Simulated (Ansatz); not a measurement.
Gas-phase electronic energies from Ansatz, PBE0-D4/def2-TZVP geometries. CCSD(T)/CBS adds triple-zeta CCSD(T) − MP2 to the extrapolated MP2 energy (def2 sets, frozen cores). This one scheme is used for every species. Functionals use def2-TZVPP. B3LYP here is the variant with VWN-RPA as its local correlation; programs differ in this. HSE06 is defined as in plane-wave codes. For Ga outer-core shells are correlated without core-valence functions, which leaves a few kJ/mol of doubt a bond. Scalar relativity is left out up to krypton.

`N#CC[SiH3]` + `[OH][GaH2]` → `N#C[O][GaH2]` + `C[SiH3]`  (substitution at a C–C bond)

`N#CC[SiH3]`:

Cartesian coordinates in Å:
```
N -1.814 -1.089 -1.700
C -1.330 -0.394 -0.922
C -0.680 0.450 0.052
Si 1.099 -0.122 0.402
H -1.250 0.440 0.986
H -0.660 1.482 -0.311
H 1.678 0.803 1.409
H 1.072 -1.504 0.936
H 1.886 -0.067 -0.852
```

`[OH][GaH2]`:

Z-matrix (Å, degrees):
```
Ga
O 1 1.788
H 1 1.565 2 117.5
H 1 1.556 2 113.8 3 180.0
H 2 0.959 1 114.1 3 0.0
```

`N#C[O][GaH2]`:

Cartesian coordinates in Å:
```
N 1.018 2.244 0.852
C 0.237 1.475 0.477
O -0.639 0.651 0.068
Ga -0.267 -1.103 -0.374
H 1.225 -1.475 -0.198
H -1.574 -1.792 -0.826
```

`C[SiH3]`:

```xyz
8

C    -0.208   -0.879   -0.399
Si    0.186    0.786    0.357
H     0.166   -0.938   -1.423
H    -1.287   -1.048   -0.421
H     0.250   -1.685    0.178
H     1.656    1.016    0.384
H    -0.322    0.864    1.753
H    -0.442    1.883   -0.429
```

```tsv
level	ΔE (kJ/mol)	difference from CCSD(T)/CBS
LDA (SPW92)	29.8	-16.6
PBE-D4	29.8	-16.6
revPBE-D4	28.9	-17.5
BLYP-D4	29.6	-16.8
r2SCAN-D4	29.9	-16.5
B97M-V	27.7	-18.7
PBE0-D4	31.2	-15.2
B3LYP-D4	30.9	-15.5
r2SCANh-D4	30.5	-15.9
r2SCAN0-D4	31.2	-15.2
HSE06-D4	31.0	-15.4
BHLYP-D4	31.5	-14.9
CAM-B3LYP-D4	33.3	-13.1
ωB97X-V	34.9	-11.5
ωB97M-V	37.8	-8.6
PBE-QIDH	36.8	-9.6
revPBE	28.3	-18.1
BLYP	28.7	-17.7
r2SCAN	29.7	-16.7
PBE0	30.7	-15.7
B3LYP	30.1	-16.3
r2SCANh	30.3	-16.1
r2SCAN0	30.9	-15.5
HSE06	30.6	-15.8
BHLYP	31.1	-15.3
CAM-B3LYP	32.8	-13.6
LC-ωPBE	35.0	-11.4
RPA@PBE/def2-TZVPP	40.7	-5.7
MP2/def2-SVP	33.9	-12.5
CCSD/def2-SVP	32.2	-14.2
CCSD(T)/def2-SVP	31.7	-14.7
HF/def2-TZVPP	28.0	-18.4
MP2/def2-TZVPP	46.3	-0.1
SCS-MP2/def2-TZVPP	43.8	-2.6
CCSD/def2-TZVPP	41.4	-5.0
CCSD(T)/def2-TZVPP	41.6	-4.8
HF/def2-QZVPP	28.3	-18.1
MP2/def2-QZVPP	49.1	2.7
MP2/CBS(def2)	51.0	4.6
CCSD/CBS(def2)	46.2	-0.2
CCSD(T)/CBS	46.4	0
```

Largest T1 diagnostic among the species: 0.015.

Leaving LDA and LC-ωPBE aside and taking each functional with its dispersion term where it has one, the values spread over 10.1 kJ/mol, from B97M-V to ωB97M-V. In def2-TZVPP, CCSD(T) changes the Hartree–Fock value by +13.6 kJ/mol (the triples alone add +0.2 kJ/mol) and MP2 by +18.2 kJ/mol. At CCSD(T), def2-SVP lies −14.7 kJ/mol from the extrapolated value and def2-TZVPP −4.8 kJ/mol.
